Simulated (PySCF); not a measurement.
**Excitation energy of Co²⁺ by level of theory**

Co²⁺ [Ar] 3d7 (4F) → Co²⁺ [Ar] 3d6 4s1 (6D), as a difference of total energies. Calculation: PySCF 2.14, in aug-cc-pVTZ; no relativity, point nucleus. Correlated levels: valence: [Ar] frozen. The calculations carry no spin-orbit coupling.

```tsv
method	excitation energy (eV)
UHF	4.897
LDA	6.193
PBE	6.206
B3LYP	6.210
wB97X	6.709
M06	6.093
B97-3	6.451
MP2 (valence)	6.185
SCS-MP2 (valence)	6.537
```

Estimate what r2SCAN gives.

6.096 eV, closest to M06 among the rows shown.

Estimate what PBE0 gives.

6.104 eV, closest to M06 among the rows shown.

A first-order spin-orbit estimate (lowest level to lowest level, LS coupling) adds 0.027 eV.
